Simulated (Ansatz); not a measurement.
Calculated with Ansatz (gas phase, PBE0-D4/def2-TZVP geometries, no zero-point term in ΔE). CCSD(T)/CBS is the MP2 limit (def2-TZVPP, def2-QZVPP) plus CCSD(T) − MP2 in def2-TZVPP, frozen cores. This one scheme is used for every species. DFT in def2-TZVPP. B3LYP here is the variant with VWN-RPA as its local correlation; programs differ in this. HSE06 is defined as in plane-wave codes. def2 core potentials past Kr. For I outer-core shells are correlated without core-valence functions, which leaves a few kJ/mol of doubt a bond.

`FC(Cl)(Cl)I` + H₂ → `ClC(Cl)I` + H–F  (hydrogenolysis of a C–F bond)

```csv
level,ΔE (kJ/mol),difference from CCSD(T)/CBS
LDA (SPW92),-83.4,29.6
PBE-D4,-90.0,23.0
revPBE-D4,-88.5,24.5
BLYP-D4,-87.3,25.7
r2SCAN-D4,-88.1,24.9
B97M-V,-90.9,22.1
PBE0-D4,-102.8,10.2
B3LYP-D4,-97.9,15.1
r2SCAN0-D4,-100.8,12.2
HSE06-D4,-102.8,10.2
BHLYP-D4,-108.5,4.5
ωB97X-V,-96.1,16.9
ωB97M-V,-97.0,16.0
B2PLYP,-105.5,7.5
PBE-QIDH,-112.4,0.6
PBE,-92.2,20.8
revPBE,-95.3,17.7
BLYP,-92.3,20.7
r2SCAN,-88.6,24.4
PBE0,-104.7,8.3
B3LYP,-101.6,11.4
r2SCANh,-93.9,19.1
r2SCAN0,-101.4,11.6
HSE06,-104.6,8.4
BHLYP,-111.2,1.8
CAM-B3LYP,-99.9,13.1
LC-ωPBE,-104.9,8.1
RPA@PBE/def2-TZVPP,-104.1,8.9
HF/def2-SVP,-115.1,-2.1
MP2/def2-SVP,-93.7,19.3
CCSD(T)/def2-SVP,-91.0,22.0
HF/def2-TZVPP,-122.3,-9.3
SCS-MP2/def2-TZVPP,-113.0,0.0
CCSD/def2-TZVPP,-116.1,-3.1
CCSD(T)/def2-TZVPP,-110.4,2.6
HF/def2-QZVPP,-122.6,-9.6
SCS-MP2/def2-QZVPP,-115.2,-2.2
HF/CBS(def2),-122.7,-9.7
MP2/CBS(def2),-117.3,-4.3
CCSD/CBS(def2),-118.7,-5.7
CCSD(T)/CBS,-113.0,0
```

Largest T1 diagnostic among the species: 0.010.

At CCSD(T), def2-SVP lies +22.0 kJ/mol from the extrapolated value and def2-TZVPP +2.6 kJ/mol. From PBE to PBE0 (25 % exact exchange), in def2-TZVPP and without D4, ΔE moves by −12.5 kJ/mol. In def2-TZVPP, CCSD(T) changes the Hartree–Fock value by +11.8 kJ/mol (the triples alone add +5.6 kJ/mol) and MP2 by +7.6 kJ/mol.
